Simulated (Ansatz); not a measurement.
Breaking the C2–H3 bond in CH6BeGe (SMILES [CH3][Be][GeH3]) (multiplicity 1 held, fragments rigid). Energies count from the point at 1.095 Å.
Geometry at that point (charge 0, multiplicity 1):
```json
[
 {"atom": "Be", "x (Å)": "-0.1838", "y (Å)": "1.0492", "z (Å)": "-0.7546"},
 {"atom": "C", "x (Å)": "-0.4193", "y (Å)": "2.3926", "z (Å)": "-1.7208"},
 {"atom": "H", "x (Å)": "-1.2268", "y (Å)": "3.0309", "z (Å)": "-1.3459"},
 {"atom": "H", "x (Å)": "-0.6826", "y (Å)": "2.1178", "z (Å)": "-2.7481"},
 {"atom": "H", "x (Å)": "0.4784", "y (Å)": "3.0178", "z (Å)": "-1.7796"},
 {"atom": "Ge", "x (Å)": "0.1264", "y (Å)": "-0.7213", "z (Å)": "0.5188"},
 {"atom": "H", "x (Å)": "0.9812", "y (Å)": "-1.8178", "z (Å)": "-0.1578"},
 {"atom": "H", "x (Å)": "0.8479", "y (Å)": "-0.3987", "z (Å)": "1.8478"},
 {"atom": "H", "x (Å)": "-1.1919", "y (Å)": "-1.4196", "z (Å)": "0.9253"}
]
```

Unrestricted levels (U-) break spin symmetry where that is lower. Active spaces are followed from a long bond inwards. Levels need not reach the same state.

Correlated levels freeze the cores. Filled d and f shells under p-block atoms count as core.

Run with Ansatz (Gaussian basis) for Hartree–Fock, density functionals and correlated methods. 

Question: What energy at R = 3.506 Å does U-CCSD/cc-pVDZ give?

Answer: 106.4 kcal/mol

Doubts at one or more of the structures used: a spin-contaminated determinant (U-CCSD/cc-pVDZ).

Ansatz is a quantum-chemistry and plane-wave program.
